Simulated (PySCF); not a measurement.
A run for PySCF: R-BP86/6-31G* on CH6OSi (SMILES CO[SiH3]).

```python
from pyscf import gto, scf, dft, mp
from pyscf.data.elements import chemcore

mol = gto.M(
    atom='''
    C     1.34137554   -0.25450789   -0.15915833
    O     0.25096116   -0.11546609    0.73715549
    Si   -1.28138614    0.23433453    0.25019942
    H     2.23389148   -0.47531572    0.42567838
    H     1.17340936   -1.07403401   -0.86550973
    H     1.51201594    0.66755419   -0.72443946
    H    -1.32658741    1.53596781   -0.46478181
    H    -2.10643127    0.29186349    1.47256904
    H    -1.79724868   -0.81039634   -0.67171298
    ''',
    basis='6-31g*',
    cart=True,
    charge=0, spin=0, verbose=3, max_memory=1800)
mf = dft.RKS(mol, xc='b88,p86')
mf.conv_tol = 1e-8
mf.max_cycle = 100
mf.kernel()
if not mf.converged:
    mf = mf.newton().run(mf.mo_coeff, mf.mo_occ)
```

Program output:

```
converged SCF energy = -406.44404646102
```

The calculation finished and met its thresholds.

Cost: very roughly 2.9 core-seconds.
